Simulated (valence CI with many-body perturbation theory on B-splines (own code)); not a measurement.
**E1 transitions of Pr10+**

Level of theory: valence CI with perturbative core correlation (CI+MBPT): three valence electrons over a frozen Dirac-Fock core [Kr] 4d10, radial functions for each j: 7 s, 7 p, 7 d, 7 f, 4 g, 2 h, with the one-electron correlation potential Σ1, the two-electron term Σ2, the three-electron term Σ3, Breit, model QED; selected CI, second order for the rest, scaled by the run's own slope (own B-spline code, finite nucleus).

No measured spectrum was set against this ion. As an estimate, levels hold to about 250 cm⁻¹ or 0.2 % of their energy and the worst to 1 %, as in measured heavy ions of charge 2 to 7; those with d or f electrons hold less well.

Lines 1 to 50 of 589 in falling wavelength, among levels below 426280 cm⁻¹, chosen from the strongest by gf and those to the six lowest levels. Wavelengths and rates use the calculated energies, so an error of 300 cm⁻¹ moves a line at 83.38 nm by 0.25 % and its rate by three times that or more. Electric multipoles are in the length gauge, E1 and E2 with the static RPA response of the core. Weak lines are less certain than strong ones. Lines between different terms over intervals too small for the method are left out, as are lines whose strength nearly cancels. Where a level lies close to another of its J and parity, the split of strength between their lines is uncertain.

Names give the largest LS component (configuration and term), which can be under half, so a name can repeat, a term be missing and a line seem to break the LS rules; names also repeat where a configuration has a term twice. Letters in brackets count levels of one name in rising energy.

```csv
λ vac (nm),Upper,Lower,A (s⁻¹),S (a.u.)
83.38,4f.5s.5p 2F_5/2 [a],5s2.5p 2P°_3/2,1.81e+07,3.11e-02
78.50,5p3 2D°_5/2 [a],5s.5p2 2P_3/2,3.86e+08,5.52e-01
76.97,4f.5p2 4G°_9/2,4f.5s.5p 2G_9/2 [b],1.40e+08,3.15e-01
75.87,4f.5p2 4G°_9/2,4f.5s.5p 2G_7/2 [b],1.36e+08,2.94e-01
75.60,4f2.5p 2I°_11/2 [a],4f.5s.5p 2G_9/2 [b],1.91e+08,4.89e-01
74.88,4f.5p2 4F°_9/2 [a],4f.5s.5p 2G_9/2 [b],3.36e+08,6.96e-01
74.42,5s.5p2 4P_3/2,5s2.5p 2P°_3/2,4.83e+07,3.93e-02
74.12,4f.5p2 2F°_7/2 [a],4f.5s.5p 2D_5/2 [b],1.60e+08,2.58e-01
73.51,4f.5p2 2G°_7/2 [a],4f.5s.5p 2F_5/2 [b],4.76e+08,7.46e-01
73.26,4f.5p2 2D°_3/2 [a],4f.5s.5p 2D_3/2,5.72e+08,4.44e-01
73.17,4f.5p2 4G°_11/2 [a],4f.5s.5p 2G_9/2 [b],4.64e+08,1.08e+00
72.74,4f.5p2 4G°_9/2,4f.5s.5p 2F_7/2 [c],5.98e+08,1.14e+00
72.57,4f.5p2 2F°_5/2 [c],4f.5s.5p 2D_5/2 [c],2.77e+08,3.14e-01
72.39,4f2.5p 2P°_1/2 [a],4f2.5s 2S_1/2,6.93e+08,2.59e-01
72.22,4f.5s.5p 4G_5/2,4f.5s2 2F°_5/2,2.94e+07,3.28e-02
71.99,4f2.5s 4F_5/2,5s2.5p 2P°_3/2,1.31e+07,1.45e-02
71.89,4f.5p2 2D°_3/2 [b],4f.5s.5p 2D_5/2 [b],3.81e+08,2.79e-01
71.07,4f2.5p 4H°_9/2 [b],4f.5s.5p 2G_7/2 [b],3.47e+08,6.14e-01
70.26,4f.5s.5p 4F_7/2,4f.5s2 2F°_5/2,5.50e+07,7.53e-02
70.05,4f.5s.5p 4F_5/2 [b],5s2.5p 2P°_3/2,1.79e+08,1.82e-01
69.96,4f.5p2 2F°_5/2 [a],4f.5s.5p 2F_5/2 [b],5.16e+08,5.23e-01
69.83,4f.5p2 2H°_9/2,4f.5s.5p 2G_7/2 [b],4.69e+08,7.87e-01
69.80,4f.5p2 2F°_7/2 [a],4f.5s.5p 2F_7/2 [c],8.23e+08,1.11e+00
69.65,4f.5p2 2G°_7/2 [b],4f.5s.5p 2G_7/2 [b],4.46e+08,5.95e-01
69.57,4f.5s.5p 2F_7/2 [a],4f.5s2 2F°_7/2,1.11e+08,1.48e-01
69.49,4f.5s.5p 4F_5/2 [a],4f.5s2 2F°_7/2,8.82e+07,8.76e-02
69.32,4f.5p2 2F°_5/2 [c],4f.5s.5p 2D_5/2 [b],3.58e+08,3.53e-01
69.23,4f.5p2 2F°_5/2 [b],4f.5s.5p 2F_5/2 [b],4.83e+08,4.74e-01
69.04,4f.5s.5p 4F_3/2,4f.5s2 2F°_5/2,2.10e+08,1.36e-01
68.70,4f2.5p 2S°_1/2,4f2.5s 2P_3/2,7.63e+08,2.44e-01
68.53,4f.5s.5p 4F_9/2 [a],4f.5s2 2F°_7/2,2.47e+08,3.92e-01
68.40,4f2.5p 4I°_9/2,4f2.5s 2H_9/2,5.57e+08,8.79e-01
68.26,5s.5p2 4P_5/2,5s2.5p 2P°_3/2,1.88e+08,1.77e-01
68.25,4f.5p2 2F°_5/2 [a],4f2.5s 2P_3/2,4.70e+08,4.42e-01
67.99,4f.5s.5p 2F_7/2 [a],4f.5s2 2F°_5/2,2.51e+08,3.11e-01
67.91,4f.5s.5p 4F_5/2 [a],4f.5s2 2F°_5/2,2.44e+08,2.27e-01
67.81,4f2.5p 2S°_1/2,4f2.5s 2P_1/2,1.16e+09,3.56e-01
67.58,4f2.5p 4I°_11/2,4f2.5s 2H_11/2,1.72e+08,3.14e-01
67.56,4f.5p2 2F°_5/2 [b],4f2.5s 2P_3/2,4.98e+08,4.55e-01
67.44,4f2.5p 2D°_5/2,4f2.5s 2F_7/2,5.02e+08,4.56e-01
67.39,4f2.5p 4H°_9/2 [a],4f2.5s 2H_11/2,2.56e+08,3.87e-01
67.19,4f2.5p 2G°_9/2 [a],4f2.5s 2F_7/2,4.23e+08,6.33e-01
67.16,4f2.5p 2D°_3/2 [a],4f2.5s 2F_5/2,1.25e+09,7.47e-01
67.12,4f.5s.5p 4F_3/2,5s2.5p 2P°_1/2,2.31e+07,1.38e-02
67.05,4f2.5p 4G°_7/2 [a],4f2.5s 2F_5/2,4.63e+08,5.51e-01
66.42,5s.5p2 4P_1/2,5s2.5p 2P°_1/2,4.25e+08,1.23e-01
66.41,4f2.5p 4H°_7/2,4f2.5s 2H_9/2,4.74e+08,5.48e-01
66.27,4f2.5p 2D°_5/2,4f2.5s 2F_5/2,4.89e+08,4.21e-01
66.00,4f2.5p 4I°_11/2,4f2.5s 2H_9/2,4.02e+08,6.85e-01
65.98,4f.5s.5p 2F_5/2 [a],4f.5s2 2F°_7/2,1.29e+08,1.10e-01
```
